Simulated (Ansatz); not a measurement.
The cluster Sn5⁻, 5 atoms. Hardware: 4 threads of Arm Neoverse N1 on a shared host.

In the def2 sets Sn takes a core potential; there is no spin–orbit coupling. Correlated methods freeze 20 core orbitals; core or outer-core shells of Sn are correlated, in sets that lack core-valence functions.

Question: How many basis functions does each of these Ansatz runs have, and roughly what does it cost? PBE-D4/def2-SVP, charge -1 doublet, energy with a search over starts; HF/STO-3G, charge -1 doublet, energy; MP2/def2-TZVPD, charge -1 doublet, energy, from earlier orbitals; PBE0-D4/def2-TZVPD, charge -1 doublet, energy, from earlier orbitals; RPA@PBE/def2-TZVPD, charge -1 doublet, energy, from earlier orbitals; BLYP-D4/def2-TZVPD, charge -1 doublet, energy, from earlier orbitals; PBE-D4/def2-TZVPD, charge -1 doublet, energy and forces, from earlier orbitals; r2SCAN-D4/def2-TZVPD, charge -1 doublet, energy, from earlier orbitals; PBE-D4/def2-SVPD, charge -1 doublet, relaxation, 4 steps; BHLYP-D4/def2-TZVPD, charge -1 doublet, energy, from earlier orbitals.

Answer: Other jobs shared the machine, so times can vary by a factor of up to 3. A dash marks memory too small to be measured apart from the calling script's.

| run | functions | fitting or Cholesky vectors | wall time | peak host memory (GiB) |
| --- | --- | --- | --- | --- |
| PBE-D4/def2-TZVPD, charge -1 doublet, energy and forces, from earlier orbitals | 280 | 2020 | 23 s | 0.66 |
| PBE-D4/def2-SVP, charge -1 doublet, energy with a search over starts | 130 | 1455 | 23 s | – |
| BLYP-D4/def2-TZVPD, charge -1 doublet, energy, from earlier orbitals | 280 | 2020 | 25 s | 0.65 |
| PBE-D4/def2-SVPD, charge -1 doublet, relaxation, 4 steps | 160 | 1765 | 28 s | – |
| HF/STO-3G, charge -1 doublet, energy | 135 | 1803 | 43 s | 1.8 |
| r2SCAN-D4/def2-TZVPD, charge -1 doublet, energy, from earlier orbitals | 280 | 2020 | 46 s | 0.75 |
| PBE0-D4/def2-TZVPD, charge -1 doublet, energy, from earlier orbitals | 280 | 2440 | 67 s | 1.9 |
| RPA@PBE/def2-TZVPD, charge -1 doublet, energy, from earlier orbitals | 280 | 2565 | 67 s | 1.6 |
| MP2/def2-TZVPD, charge -1 doublet, energy, from earlier orbitals | 280 | 2565 | 74 s | 1.8 |
| BHLYP-D4/def2-TZVPD, charge -1 doublet, energy, from earlier orbitals | 280 | 2710 | 85 s | 2 |
